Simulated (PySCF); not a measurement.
# Two-component Hartree-Fock for Hf⁺ (hafnium, charge +1)

Start: [Xe] 4f14 5d1 6s1 6p1; 5d5/2 filled at m_j = +5/2; 6s1/2 filled at m_j = +1/2; 6p3/2 filled at m_j = +3/2. Calculated with PySCF 2.14 in x2c-SVPall-2c with one added diffuse shell each of s, d type (8s9p10d2f, 99 functions): generalised Hartree-Fock with the X2C-1e Hamiltonian and a Gaussian nucleus; one run each with spin-orbit coupling (SO) switched off, then screened by Boettger's factors. This is a chosen level, not necessarily the ground level.

```tsv
spinor shell	electrons	ε, spin-free (eV)	ε, screened SO (eV)	weight of nominal j (screened SO)	rms radius, screened SO (bohr)
1s1/2	2	-65701.3	-65683.2	1.000	0.0215
2s1/2	2	-11384.8	-11379.2	1.000	0.0869
2p1/2	2	-10000.0	-10849.4	1.000	0.0740
2p3/2	4	-10000.0	-9651.4	1.000	0.0812
3s1/2	2	-2664.0	-2662.3	1.000	0.222
3p1/2	2	-2242.9	-2427.4	1.000	0.214
3p3/2	4	-2242.9	-2166.0	1.000	0.228
3d3/2	4	-1739.5	-1772.4	1.000	0.202
4s1/2	2	-577.89	-577.44	1.000	0.498
4p1/2	2	-437.15	-479.69	1.000	0.508
4p3/2	4	-437.15	-419.44	1.000	0.541
4d3/2	4	-251.71	-258.29	1.000	0.571
4d5/2	6	-251.71	-247.06	1.000	0.583
5s1/2	2	-93.148	-93.158	1.000	1.22
5p1/2	2	-56.094	-61.234	0.993	1.42
5p3/2	4	-56.094	-54.015	0.996	1.46
4f5/2	6	-44.374	-45.191	0.995	0.739
4f7/2	8	-44.374	-43.558	0.996	0.745
5d5/2	1	-18.259	-17.999	1.000	2.37
6s1/2	1	-16.566	-16.590	0.977	3.43
6p3/2	1	-9.917	-9.839	1.000	5.08
```

**Question.** Where does 3d5/2 lie, and what is the 3d spin-orbit splitting (screened SO)?

**Answer.** At -1716.0 eV, 56.411 eV above 3d3/2.

```tsv
quantity	spin-free	screened SO
E (hartree)	-15065.87987	-15081.61626
M_J	9/2	9/2
⟨J²⟩	24.869	24.871
⟨L²⟩	12.119	12.229
⟨S²⟩	3.751	3.836
```

Each row is a mean over spinors that exchange with the open shell spreads, by up to 3.396 eV (5p3/2).

⟨J²⟩ departs a little from M_J(M_J + 1) because the unrestricted spinors polarise the closed shells.

Breit and QED terms are absent; they matter most for the inner s and p1/2 levels.

Densities and radii are taken from the X2C orbitals without a picture-change correction, which distorts them close to the nucleus.

Without spin-orbit coupling the j labels of p, d and f shells carry no meaning; the spin-free column gives the mean over the occupied spinors of each nl shell.
